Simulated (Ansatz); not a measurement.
Input file for Ansatz (an electronic-structure program): R-B3LYP-D3(BJ)/def2-TZVP on ClH4N (a complex).

Ansatz 0.2 input:
```yaml
crystal:
  periodic: [false, false, false]
  atoms:
    - {symbol: N, position_ang: [-0.03085594, 0.07921514, 0.64195512]}
    - {symbol: H, position_ang: [-0.52301058, -0.75360049, 0.34554499]}
    - {symbol: H, position_ang: [-0.46804986, 0.88845849, 0.22047678]}
    - {symbol: H, position_ang: [0.92992801, 0.02320038, 0.32989168]}
    - {symbol: Cl, position_ang: [-0.12710835, 0.31075634, 3.59045847]}
    - {symbol: H, position_ang: [-0.08226246, 0.20482964, 2.24592105]}
basis:
  gaussian:
    orbitals: def2-TZVP
hamiltonian:
  xc: b3lyp
  dispersion: d3bj
relax: {f_tol: 0.004, max_steps: 120}
scf: {lower_state_search: off}
```

The log:

```
WARN ansatz: RAYON_NUM_THREADS=2 ignored (pool sized by the plan → 2); use --threads N
Functional definition: B3LYP
these checks for a lower state are left out or cut short: stability, starts, cluster_reference, orbital_swaps, neighbouring_geometries, increment
integrals: 0.02 GiB planned
594 factors; their error is unknown
mean field: 0.21 GiB planned
mean field evaluation 1: about -14074.3891 eV, gradient 5.6e1 eV
mean field evaluation 2: about -14068.0560 eV, gradient 7.5e1 eV
mean field evaluation 4: about -14080.0779 eV, gradient 3.0e0 eV
mean field evaluation 8: about -14080.0957 eV, gradient 9.1e-2 eV
mean field evaluation 16: about -14080.1204 eV, gradient 2.7e-5 eV
mean field -14080.12042008 eV, -517.4348815894 hartree, gradient 3.0e-6 eV, S^2 0.000000; 0 other end points of the search recorded, 0 dependent functions left out
the calculation of the forces begins
reference -14080.12063057 eV, -517.4348893249 hartree; 14, 14 occupied and 78, 78 virtual orbitals, 594 factors
relax step   1: F+E_penalty+E_count = -14080.22896400 eV  Δ(F+E_penalty+E_count) = +0.000e0 eV  max|allowed force component| = 4.149e-1 eV/Å  Δτ_max = 0.0000 Å  (15 SCF iters, accepted)
these checks for a lower state are left out or cut short: stability, starts, cluster_reference, orbital_swaps, neighbouring_geometries, increment
integrals: 0.02 GiB planned
594 factors; their error is unknown
mean field: 0.21 GiB planned
mean field -14080.13259628 eV, -517.4353290568 hartree, gradient 7.1e-7 eV, S^2 0.000000; 0 other end points of the search recorded, 0 dependent functions left out
the calculation of the forces begins
reference -14080.13280807 eV, -517.4353368396 hartree; 14, 14 occupied and 78, 78 virtual orbitals, 594 factors
relax step   2: F+E_penalty+E_count = -14080.23922492 eV  Δ(F+E_penalty+E_count) = -1.026e-2 eV  max|allowed force component| = 1.111e-1 eV/Å  Δτ_max = 0.0375 Å  (20 SCF iters, accepted)
these checks for a lower state are left out or cut short: stability, starts, cluster_reference, orbital_swaps, neighbouring_geometries, increment
integrals: 0.02 GiB planned
594 factors; their error is unknown
mean field: 0.21 GiB planned
mean field evaluation 32: about -14080.1363 eV, gradient 7.2e-7 eV
mean field -14080.13630075 eV, -517.4354651935 hartree, gradient 7.2e-7 eV, S^2 0.000000; 0 other end points of the search recorded, 0 dependent functions left out
the calculation of the forces begins
reference -14080.13651347 eV, -517.4354730108 hartree; 14, 14 occupied and 78, 78 virtual orbitals, 594 factors
relax step   3: F+E_penalty+E_count = -14080.24171197 eV  Δ(F+E_penalty+E_count) = -2.487e-3 eV  max|allowed force component| = 1.803e-1 eV/Å  Δτ_max = 0.0227 Å  (20 SCF iters, accepted)
these checks for a lower state are left out or cut short: stability, starts, cluster_reference, orbital_swaps, neighbouring_geometries, increment
integrals: 0.02 GiB planned
594 factors; their error is unknown
mean field: 0.21 GiB planned
mean field -14080.13865342 eV, -517.4355516522 hartree, gradient 7.6e-7 eV, S^2 0.000000; 0 other end points of the search recorded, 0 dependent functions left out
the calculation of the forces begins
reference -14080.13886692 eV, -517.4355594984 hartree; 14, 14 occupied and 78, 78 virtual orbitals, 594 factors
relax step   4: F+E_penalty+E_count = -14080.24311984 eV  Δ(F+E_penalty+E_count) = -1.408e-3 eV  max|allowed force component| = 1.505e-1 eV/Å  Δτ_max = 0.0219 Å  (20 SCF iters, accepted)
these checks for a lower state are left out or cut short: stability, starts, cluster_reference, orbital_swaps, neighbouring_geometries, increment
integrals: 0.02 GiB planned
594 factors; their error is unknown
mean field: 0.21 GiB planned
mean field -14080.13988572 eV, -517.4355969387 hartree, gradient 8.0e-7 eV, S^2 0.000000; 0 other end points of the search recorded, 0 dependent functions left out
the calculation of the forces begins
reference -14080.14009969 eV, -517.4356048018 hartree; 14, 14 occupied and 78, 78 virtual orbitals, 594 factors
relax step   5: F+E_penalty+E_count = -14080.24396545 eV  Δ(F+E_penalty+E_count) = -8.456e-4 eV  max|allowed force component| = 6.611e-3 eV/Å  Δτ_max = 0.0155 Å  (21 SCF iters, accepted)
these checks for a lower state are left out or cut short: stability, starts, cluster_reference, orbital_swaps, neighbouring_geometries, increment
integrals: 0.02 GiB planned
594 factors; their error is unknown
mean field: 0.21 GiB planned
mean field -14080.13998097 eV, -517.4356004391 hartree, gradient 8.1e-7 eV, S^2 0.000000; 0 other end points of the search recorded, 0 dependent functions left out
the calculation of the forces begins
reference -14080.14019499 eV, -517.4356083040 hartree; 14, 14 occupied and 78, 78 virtual orbitals, 594 factors
relax step   6: F+E_penalty+E_count = -14080.24397017 eV  Δ(F+E_penalty+E_count) = -4.713e-6 eV  max|allowed force component| = 2.743e-3 eV/Å  Δτ_max = 0.0018 Å  (21 SCF iters, accepted)
Total energy: -14080.24418418 eV, -517.4394298364 hartree
Atom 0 at    -0.030343     0.076984     0.609229 Å, force     0.000023     0.000140     0.001103 eV/Å
Atom 1 at    -0.519957    -0.754680     0.299082 Å, force    -0.001517    -0.002501    -0.000329 eV/Å
Atom 2 at    -0.465073     0.882081     0.172865 Å, force    -0.001291     0.002410    -0.000589 eV/Å
Atom 3 at     0.928443     0.019838     0.285115 Å, force     0.002743    -0.000113    -0.000259 eV/Å
Atom 4 at    -0.128629     0.316667     3.672659 Å, force    -0.000055     0.000002     0.000466 eV/Å
Atom 5 at    -0.085800     0.211969     2.335298 Å, force     0.000098     0.000061    -0.000391 eV/Å
Dipole moment:     0.032237    -0.078572    -1.004322 e Å
Checks for a lower state left out: stability, starts, cluster_reference, orbital_swaps, neighbouring_geometries, increment
```

The run converged.

Cost: very roughly 12 core-seconds.
